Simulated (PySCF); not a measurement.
C₃H₁₀Ge₂Si.
Bonds: C1–C2, C2–C3 (triple), C3–Ge4, Ge4–Ge5, Ge5–Si6. Hydrogens: H7, H8, H9 on C1; H10, H11 on Ge4; H12, H13 on Ge5; H14, H15, H16 on Si6.

The calculation used PBE0-D3(BJ)/def2-SVP geometry optimisation, gas phase (PySCF).

(1) List the bond lengths, angles and torsions at this level.

Results:

(1) 
```tsv
bond	length (Å)
C1–C2	1.451
C2≡C3	1.219
C3–Ge4	1.896
Ge4–Ge5	2.425
Ge5–Si6	2.382
C1–H7, C1–H8, C1–H9	1.101
Ge4–H10, Ge4–H11	1.540
Ge5–H12, Ge5–H13	1.542
Si6–H14, Si6–H15, Si6–H16	1.495
```

Bonds in one row agree within 0.01 Å and their mean is given. A selection of angles:
```tsv
angle	degrees
C2–C1–H7	111.0
H7–C1–H8	107.9
C1–C2–C3	179.4
C2–C3–Ge4	175.2
C3–Ge4–Ge5	105.6
C3–Ge4–H10	108.7
Ge5–Ge4–H10	110.7
Ge5–Ge4–H11	112.9
H10–Ge4–H11	109.3
Ge4–Ge5–Si6	106.9
Ge4–Ge5–H12	109.6
Ge4–Ge5–H13	110.8
Si6–Ge5–H12	109.9
Si6–Ge5–H13	111.3
H12–Ge5–H13	108.3
Ge5–Si6–H14	109.7
Ge5–Si6–H16	111.3
H14–Si6–H15	109.0
```

Torsions: C3–Ge4–Ge5–Si6 -39° (synclinal). The mirror-image conformer, all signs reversed, is as good.

Si6 (SiH3 silicon) is tetrahedral (angles from 108.7° to 111.3°). The 2 C–C bonds span 1.219 Å (C2≡C3, drawn triple) to 1.451 Å (C1–C2, drawn single), a spread of 0.232 Å. Ge5 (germanium bonded to Ge, Si and 2 H) is tetrahedral (angles from 106.9° to 111.3°). Ge4 (germanium bonded to C, Ge and 2 H) is distorted tetrahedral (angles from 105.6° to 112.9°).

Point group: C1 (no symmetry element, even within 0.4 Å). No frequency check. The numbers are those of one conformer.
